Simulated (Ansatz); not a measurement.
`[NH2][Mg][Br]` and `[NH2][MgH]` differ in one atom or group.

Ansatz, PBE0-D4/def2-TZVP geometries, multiplicity 1. Each molecule was computed in one conformer, which needn't be the lowest.

Scalar relativity is left out up to krypton.

| property | `[NH2][Mg][Br]` |
| --- | --- |
| HOMO–LUMO gap (PBE0/def2-TZVPP) / eV | 5.39 |
| zero-point energy (PBE0-D4/def2-TZVP) / kJ/mol | 65.4 |
| size of the dipole moment (B3LYP/def2-TZVPP) / D | 2.19 |
| HOMO energy (PBE0/def2-TZVPP) / eV | -6.67 |
| HOMO energy (PBE/def2-TZVPP) / eV | -5.31 |
| size of the dipole moment (PBE/def2-TZVPP) / D | 2.16 |

Q: What does the change do to each property? (An estimate is asked.)

A: Computed: 
```json
{"property": "HOMO–LUMO gap (PBE0/def2-TZVPP) / eV", "`[NH2][MgH]`": "5.82", "shift": "0.43"}
{"property": "zero-point energy (PBE0-D4/def2-TZVP) / kJ/mol", "`[NH2][MgH]`": "75.5", "shift": "10.1"}
{"property": "size of the dipole moment (B3LYP/def2-TZVPP) / D", "`[NH2][MgH]`": "0.78", "shift": "-1.41"}
{"property": "HOMO energy (PBE0/def2-TZVPP) / eV", "`[NH2][MgH]`": "-6.28", "shift": "0.39"}
{"property": "HOMO energy (PBE/def2-TZVPP) / eV", "`[NH2][MgH]`": "-4.95", "shift": "0.36"}
{"property": "size of the dipole moment (PBE/def2-TZVPP) / D", "`[NH2][MgH]`": "0.81", "shift": "-1.35"}
```

With PBE0 the HOMO rises by 0.39 eV and the LUMO rises by 0.82 eV, so the gap widens by about 0.43 eV. PBE moves the HOMO by 0.36 eV and ωB97M-V by 0.40 eV. Dipoles are sizes alone; their direction can turn.

B3LYP here is the variant with VWN-RPA as its local correlation; programs differ in this.

Spin–orbit coupling is left out; it splits and shifts lone-pair levels of the heavy atoms by tenths of an eV.
